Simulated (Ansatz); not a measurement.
Ansatz (a first-principles code) job for C₄H₁₂Ta, SMILES [Ta]([CH3])([CH3])([CH3])[CH3] (connectivity only; charge and spin as stated), neutral, multiplicity 2, CAM-B3LYP/def2-SVPD. Coordinates come from a B3LYP-D3(BJ)/def2-SVP optimisation. The geometry has at least one imaginary mode, so it is a saddle point at that level. The spin state was assumed, not searched. The def2 effective core potentials stand for the cores of Ta; spin–orbit coupling is left out.

Ansatz 0.2 input:
```yaml
crystal:
  periodic: [false, false, false]
  atoms:
    - {symbol: Ta, position_ang: [-0.00000000, 0.00000000, -0.00000000]}
    - {symbol: C, position_ang: [1.22430613, -1.22430613, 1.29558803]}
    - {symbol: C, position_ang: [1.22430613, 1.22430613, -1.29558803]}
    - {symbol: C, position_ang: [-1.22430613, 1.22430614, 1.29558802]}
    - {symbol: C, position_ang: [-1.22430614, -1.22430614, -1.29558801]}
    - {symbol: H, position_ang: [1.92040977, -0.65474142, 1.94067503]}
    - {symbol: H, position_ang: [0.65474142, -1.92040977, 1.94067503]}
    - {symbol: H, position_ang: [1.84302589, -1.84302590, 0.61245239]}
    - {symbol: H, position_ang: [1.92040978, 0.65474141, -1.94067504]}
    - {symbol: H, position_ang: [1.84302590, 1.84302588, -0.61245241]}
    - {symbol: H, position_ang: [0.65474143, 1.92040977, -1.94067504]}
    - {symbol: H, position_ang: [-1.92040977, 0.65474144, 1.94067503]}
    - {symbol: H, position_ang: [-1.84302589, 1.84302590, 0.61245239]}
    - {symbol: H, position_ang: [-0.65474141, 1.92040978, 1.94067503]}
    - {symbol: H, position_ang: [-0.65474143, -1.92040978, -1.94067503]}
    - {symbol: H, position_ang: [-1.92040977, -0.65474142, -1.94067503]}
    - {symbol: H, position_ang: [-1.84302590, -1.84302589, -0.61245239]}
basis:
  gaussian:
    orbitals: def2-SVPD
hamiltonian:
  xc: {name: CAM-B3LYP}
magnetization: {spin_polarized: true, initial_magnetization: 1}
```

Log of the run:

```
WARN ansatz: RAYON_NUM_THREADS=2 ignored (pool sized by the plan → 2); use --threads N
Functional definition: CAM-B3LYP
integrals: 0.19 GiB planned
1791 factors; their error is unknown
integrals: 0.21 GiB planned
748 factors; integrals over basis functions are off by at most 1.5e-6 eV
mean field: 2.46 GiB planned
mean field evaluation 1: about -5873.6258 eV, gradient 5.3e1 eV
mean field evaluation 2: about -5871.8346 eV, gradient 5.5e1 eV
mean field evaluation 4: about -5886.8511 eV, gradient 1.6e0 eV
mean field evaluation 8: about -5886.8630 eV, gradient 6.1e-2 eV
mean field evaluation 16: about -5886.8459 eV, gradient 1.6e-4 eV
mean field -5886.84587537 eV, -216.3375956722 hartree, gradient 1.4e-5 eV, S^2 0.753053; 1 other end points of the search recorded, 0 dependent functions left out
reference -5886.84605748 eV, -216.3376023647 hartree; 25, 24 occupied and 186, 187 virtual orbitals, 1791 factors
Total energy: -5886.84605748 eV, -216.3376023647 hartree
```

Self-consistency was reached.
